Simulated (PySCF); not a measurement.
SMILES C1=CN=C[N]1 (C3H3N2), doublet (B3LYP/def2-SVP optimised geometry):

```
8

C      1.053     0.756    -0.001
C      0.578    -0.645     0.000
N     -0.739    -0.645     0.000
C     -1.051     0.690     0.000
N      0.010     1.559    -0.002
H      2.085     1.115    -0.002
H      1.178    -1.559     0.000
H     -2.085     1.041     0.000
```

Method: unrestricted B3LYP/def2-TZVP (PySCF).

What are the frontier orbital energies (α orbitals alone; a β orbital can be the lowest empty one) and the dipole moment?

HOMO-2 -8.43 eV, HOMO-1 -7.97 eV, HOMO -7.37 eV, LUMO 0.07 eV, LUMO+1 0.12 eV; dipole moment 1.69 D.

Meta-Löwdin charges at B3LYP/def2-TZVP: C1 0.02, C2 0.02, N3 -0.30, C4 0.16, N5 -0.30, H6 0.14, H7 0.14, H8 0.14.
